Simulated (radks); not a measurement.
Values are calculated unless marked as measured or tabulated.
How relativity changes the ionisation of the manganese ion Mn3+ ([Ar] 3d4) to Mn4+ ([Ar] 3d3). Spin-unpolarised spherical Kohn-Sham, PBE, point nucleus unless stated (finite: rms radius 3.7057 fm), a radial shooting solver on a logarithmic mesh with Libxc functionals. A level marked "c x" has the speed of light scaled by that factor and shares open shells by 2j + 1; other Dirac levels either fill j = l - 1/2 first or share by 2j + 1.

level                               E(Mn3+) (hartree)  E(Mn4+) (hartree)  IE (eV)   HOMO  <r> HOMO (bohr)
non-rel.                                  -1148.47734        -1146.60175   51.037     3d            1.041
scalar-rel.                               -1156.21819        -1154.35274   50.761     3d            1.045
scalar-rel., finite nucleus               -1156.21478        -1154.34933   50.761     3d            1.045
Dirac, 2j+1 shares                        -1156.23812        -1154.37271   50.760  3d5/2            1.046
Dirac, low j first                        -1156.25056        -1154.38328   50.811  3d3/2            1.044
Dirac, 2j+1 shares, finite nucleus        -1156.23471        -1154.36930   50.760  3d5/2            1.046
Dirac, c x 0.85                           -1159.28765        -1157.42613   50.654  3d5/2            1.048
Dirac, c x 2                              -1150.39387        -1148.52083   50.968  3d5/2            1.042
Dirac, c x 10                             -1148.55370        -1146.67822   51.034  3d5/2            1.041

NIST Atomic Spectra Database: 51.2 eV (semi-empirical). The relativistic part of the total energy of Mn3+ is -7.757 hartree (Dirac, 2j+1 shares, finite nucleus), 0.68 % of the non-relativistic value. Spin polarisation and multiplet splitting of open shells are left out at every level.

Beside tabulated values, note that spin-unpolarised runs miss the spin-polarisation part of the exchange energy of open shells.
